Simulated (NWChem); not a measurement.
Species: CH5FOSi; SMILES C[SiH](O)F

```xyz
9

Si     0.0081     0.0749     0.3565
C     -0.3815    -1.6526    -0.2065
O     -1.0771     1.1952    -0.1895
F      1.4885     0.4350    -0.2176
H      0.0402     0.2317     1.8291
H     -1.3824    -1.9614     0.1326
H      0.3531    -2.3663     0.1980
H     -0.3509    -1.7308    -1.3050
H     -1.2645     1.2171    -1.1322
```
Atoms are numbered in this order, from 1.

Computed with NWChem. Medium grid unless said otherwise, to which SCAN and Minnesota functionals are sensitive. Coordinates come from a PBE0/def2-SVP optimisation. B3LYP is NWChem's, with the RPA form of VWN correlation. Total energies of different functionals are on different scales.

```
level                                  energy (Ha)  highest occupied level (eV)  orbital gap (eV)  dipole (D)
-------------------------------------  -----------  ---------------------------  ----------------  ----------
PBE/def2-TZVP                            -505.5220                          [?]              7.26        2.15
B3LYP/def2-TZVP                          -505.9371                        -8.73              9.03        2.19
LDA (Slater exchange, VWN5)/def2-TZVP    -503.1935                        -7.58              7.22        2.23
BLYP/def2-TZVP                           -505.8607                        -7.38              7.14        2.13
TPSSh/def2-TZVP                          -505.9243                        -8.19              8.56        2.15
r2SCAN/def2-TZVP                         -505.7818                        -7.81              8.31        2.19
```

### Question
What belongs in the gaps?

### Answer

- PBE/def2-TZVP, highest occupied level (eV): -7.46
